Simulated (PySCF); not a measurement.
Compound: C3HF2N2O2 (doublet state).
Numbering: `[F:1][C:2]([F:3])[O:4][c:5]1[n:6][cH:7][n:8][o:9]1` (hydrogens: H10 on C7)

Structure used (GFN2-xTB), in Å, numbered top down from 1:
```xyz
10
C3HF2N2O2 angstrom
F      1.9969    1.2525    0.5543
C      2.1510    0.2186   -0.2642
F      3.3420   -0.3446   -0.0925
O      1.1750   -0.7054   -0.3217
C     -0.0980   -0.4046   -0.1581
N     -0.6537    0.7119    0.2125
C     -1.9711    0.3939    0.1873
N     -2.2068   -0.8296   -0.1720
O     -0.9854   -1.3786   -0.4111
H     -2.7410    1.0906    0.4429
```

The hyperfine couplings belong to this conformer and change with its torsions.

Computed with PySCF, UKS B3LYP, pcH-1 on C F H N O, non-relativistic, mean-field spin-orbit, GIAO. Isolated species at its GFN2-xTB geometry (one conformer only). The geometry wasn't refined by DFT: couplings that depend on bond lengths, twists or pyramidal angles can differ widely from those at the functional's own minimum. The SCF solution wasn't tested for stability.

(1) The isotropic 13C couplings are +626.2, -4.6, -1.6 MHz. Assign them to C2; C5; C7.

(2) The isotropic 17O couplings are -54.8, -2.9 MHz. Assign them to O4; O9.

Answers

(1) 
```csv
site,a_iso (MHz),ρ(0) (bohr⁻³),position,distance from C2 (Å),spin population,largest |T| (MHz)
C2,+626.2,+0.5570,largest spin population,0.00,+0.81,143.0
C5,-4.6,-0.0041,2 bonds from C2,2.34,-0.01,3.1
C7,-1.6,-0.0014,4 bonds from C2,4.15,-0.01,1.9
```

(2) 
```csv
site,a_iso (MHz),ρ(0) (bohr⁻³),position,distance from C2 (Å),spin population,largest |T| (MHz)
O4,-54.8,+0.0903,1 bond from C2,1.35,+0.04,36.0
O9,-2.9,+0.0047,3 bonds from C2,3.52,+0.01,5.3
```

ρ(0) is the spin density at the nucleus and T the dipolar tensor; entries for several nuclei are means. The largest Mulliken spin population is on C2 (+0.81). The angles at C2 add up to 340.6°, so it is pyramidal.

Nuclei that the bonding pattern makes equivalent are averaged, as if the motion that swaps them (rotation, inversion, ring flip) were fast.
